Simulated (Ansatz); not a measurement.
Calculated with Ansatz (gas phase, PBE0-D4/def2-TZVP geometries, no zero-point term in ΔE). CCSD(T)/CBS is the MP2 limit (def2-TZVPP, def2-QZVPP) plus CCSD(T) − MP2 in def2-TZVPP, frozen cores. This one scheme is used for every species. Functionals use def2-TZVPP. For Ge outer-core shells are correlated without core-valence functions, which leaves a few kJ/mol of doubt a bond. Scalar relativity is left out up to krypton.

Consider the formal exchange of groups at the Si–Ge bond: `C[Si](Cl)(Cl)[GeH3]` + `C#C` → `C#C[Si](C)(Cl)Cl` + GeH₄.

```tsv
level	ΔE (kJ/mol)
BLYP-D4	-23.2
PBE0-D4	-19.7
```

Task: What does CCSD(T)/CBS give? (An estimate is asked.)

Result: Ansatz gave: -23.9 kJ/mol. The listed levels differ from it by 0.7, 4.2 kJ/mol.

Task: What do rigid-rotor, harmonic-oscillator terms from PBE0-D4/def2-TZVP frequencies (298.15 K, 1 bar) make of the CCSD(T)/CBS value? (Best estimate.)

Result: Computed: ΔZPE = -3.9 kJ/mol, ΔH = -29.2 kJ/mol, ΔS = -9 J/(mol·K), ΔG = -26.6 kJ/mol.

Largest T1 diagnostic among the species: 0.013.

Leaving LDA and LC-ωPBE aside and taking each functional with its dispersion term where it has one, the values, not all of them listed here, spread over 18.9 kJ/mol, from B97M-V to PBE-D4. At CCSD(T), def2-SVP lies −9.4 kJ/mol from the extrapolated value and def2-TZVPP −4.0 kJ/mol.

CCSD(T)/CBS has its own doubt, a few kJ/mol and more with outer-core shells, so smaller differences from it don't rank the levels.
